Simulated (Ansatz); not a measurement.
C₂H₁₀O₂Si₂, SMILES C[C@H](O)[SiH2]O[SiH3].

Geometry optimised at ωB97X-D3(BJ)/def2-SVP. The structure was generated by enumeration; whether it is a known compound was not checked. Other conformers were not sampled.

Two levels are set side by side: PBE/def2-SVPD (Ansatz, a quantum-chemistry and plane-wave program) and CAM-B3LYP/def2-SVPD (Ansatz). Energy differences of separate SCF runs at the same geometry; the states with an electron removed or added have multiplicity 2 and 2. Differences are taken from unrounded values.

```csv
quantity,PBE
vertical ionisation energy (eV),9.09
vertical singlet–triplet gap (eV),5.36
```

**Question.** These are the PBE values. What does CAM-B3LYP give? (Estimate from the structure and the level; the computed values follow.)

**Answer.** 
```json
[
 {"quantity": "vertical ionisation energy (eV)", "CAM-B3LYP": "9.72", "PBE minus CAM-B3LYP": "-0.63"},
 {"quantity": "vertical singlet–triplet gap (eV)", "CAM-B3LYP": "6.34", "PBE minus CAM-B3LYP": "-0.98"}
]
```
